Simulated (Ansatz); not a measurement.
Two members of one family (Series SiHX3), computed with Ansatz in the gas phase. The two geometries come from different levels. Binding counts from free atoms in the multiplicity of their measured ground term, without zero-point energy. A dash marks a value that wasn't run or was left out as unsound. The structures are stationary points that may keep the symmetry of their start.

First: SiHBr3 (singlet, charge 0, r2SCAN-D4/def2-SVP geometry).

```xyz
5

Si    0.087    0.104    0.013
H     1.032    1.231    0.163
Br   -0.512   -0.602    2.023
Br    1.086   -1.531   -1.095
Br   -1.693    0.798   -1.105
```

```
               level  HOMO (eV)  LUMO (eV)  gap (eV)  vertical IE (eV)  binding per atom (eV)
 revPBE-D4/def2-TZVP      -7.26      -2.00      5.27                 –                   2.80
 r2SCAN-D4/def2-TZVP      -7.67      -1.82      5.85             10.29                   2.89
      B3LYP-D4/6-31G      -8.47      -2.05      6.42                 –                   2.24
   PBE0-D4/def2-TZVP      -8.59      -1.22      7.38             10.49                   2.85
r2SCAN0-D4/def2-TZVP      -8.82      -1.06      7.77                 –                   2.84
```

Second: SiHF3 (singlet, charge 0, PBE0-D4/def2-TZVP geometry).

Cartesian coordinates in Å:
```
Si 0.023 -0.028 0.019
H 0.829 -1.027 0.717
F -1.258 -0.690 -0.611
F 0.849 0.644 -1.137
F -0.443 1.101 1.011
```

Question: What does the change do? Estimate second minus first.

Answer: 
| level | Δ HOMO (eV) | Δ LUMO (eV) | Δ gap (eV) | Δ vertical IE (eV) | Δ binding per atom (eV) |
| --- | --- | --- | --- | --- | --- |
| revPBE-D4/def2-TZVP | -2.23 | 2.27 | 4.50 | – | 1.47 |
| r2SCAN-D4/def2-TZVP | -2.32 | 2.50 | 4.82 | 3.45 | 1.51 |
| B3LYP-D4/6-31G | -2.70 | 2.57 | 5.27 | – | 1.22 |
| PBE0-D4/def2-TZVP | -2.63 | 2.25 | 4.88 | 3.58 | 1.45 |
| r2SCAN0-D4/def2-TZVP | -2.69 | 2.44 | 5.13 | – | 1.44 |
